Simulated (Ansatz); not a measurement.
CH$_{7}$AlGeSi, SMILES `[CH2]1[AlH][GeH2][SiH2]1`, relaxed with RKS PBE-D4/def2-SVP in Ansatz from a rough embedded geometry. The force threshold is 0.03 eV/Å; the program also tests the step.

Charge 0, multiplicity 1.

Start:

```xyz
11

C     1.193   -0.627    0.044
Al   -0.254   -1.300   -1.134
Ge   -1.557    0.483   -0.067
Si    0.444    0.802    0.857
H     1.501   -1.428    0.829
H     2.135   -0.363   -0.494
H    -0.196   -1.758   -2.694
H    -1.944    1.623   -1.108
H    -2.694   -0.070    0.860
H     1.043    2.050    0.511
H     0.329    0.589    2.395
```

```json
{"step": "1", "energy (eV)": "-72112.3303", "largest force (eV/Å)": "3.527", "largest move (Å)": "0.000"}
{"step": "2", "energy (eV)": "-72113.0329", "largest force (eV/Å)": "1.115", "largest move (Å)": "0.195"}
{"step": "3", "energy (eV)": "-72113.1123", "largest force (eV/Å)": "0.541", "largest move (Å)": "0.200"}
{"step": "4", "energy (eV)": "-72113.1154", "largest force (eV/Å)": "0.457", "largest move (Å)": "0.158"}
{"step": "5", "energy (eV)": "-72113.1715", "largest force (eV/Å)": "0.143", "largest move (Å)": "0.200"}
{"step": "6 (rejected)", "energy (eV)": "-72113.1658", "largest force (eV/Å)": "0.247", "largest move (Å)": "0.170"}
{"step": "7", "energy (eV)": "-72113.1846", "largest force (eV/Å)": "0.081", "largest move (Å)": "0.082"}
{"step": "8", "energy (eV)": "-72113.1874", "largest force (eV/Å)": "0.085", "largest move (Å)": "0.053"}
{"step": "9", "energy (eV)": "-72113.1909", "largest force (eV/Å)": "0.126", "largest move (Å)": "0.097"}
{"step": "10", "energy (eV)": "-72113.1927", "largest force (eV/Å)": "0.112", "largest move (Å)": "0.034"}
{"step": "11", "energy (eV)": "-72113.1942", "largest force (eV/Å)": "0.085", "largest move (Å)": "0.095"}
{"step": "12", "energy (eV)": "-72113.1955", "largest force (eV/Å)": "0.061", "largest move (Å)": "0.047"}
{"step": "13", "energy (eV)": "-72113.1959", "largest force (eV/Å)": "0.045", "largest move (Å)": "0.011"}
{"step": "14", "energy (eV)": "-72113.1962", "largest force (eV/Å)": "0.010", "largest move (Å)": "0.010"}
```

End:

```xyz
11

C     1.225   -0.763    0.106
Al   -0.084   -0.972   -1.375
Ge   -1.696    0.466   -0.138
Si    0.491    0.846    0.841
H     1.015   -1.584    0.834
H     2.316   -0.773   -0.093
H     0.099   -1.643   -2.822
H    -2.483    1.673   -0.717
H    -2.639   -0.286    0.846
H     1.128    2.046    0.182
H     0.628    0.990    2.336
```

Hardware: 4 threads of a server CPU on a shared host. Wall time 25 s, peak host memory 0.17 GiB.
